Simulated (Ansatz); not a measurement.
Ansatz (a first-principles code) input:

Ansatz 0.2 input:
```yaml
crystal:
  periodic: [false, false, false]
  atoms:
    - {symbol: Hf, position_ang: [-0.00386783, -0.01941712, -0.00279555]}
    - {symbol: Br, position_ang: [-0.22522304, 1.87009011, -1.51814572]}
    - {symbol: Br, position_ang: [0.21707026, -1.90809191, 1.51277134]}
basis:
  gaussian:
    orbitals: def2-TZVP
hamiltonian:
  xc: b3lyp
  dispersion: d3bj
magnetization: {spin_polarized: true, initial_magnetization: 2}
relax: {f_tol: 0.002, max_steps: 150}
```

Problem. Predict the final energy.

Solution. -5196.48141 Eh (B3LYP-D3(BJ)/def2-TZVP). The basis has 136 functions.

This is an excited triplet: at this geometry the singlet lies 0.40 eV lower at RI-MP2/CBS(def2-TZVPPD,def2-QZVPPD)+[CCSD(T)-MP2]/def2-TZVPPD.
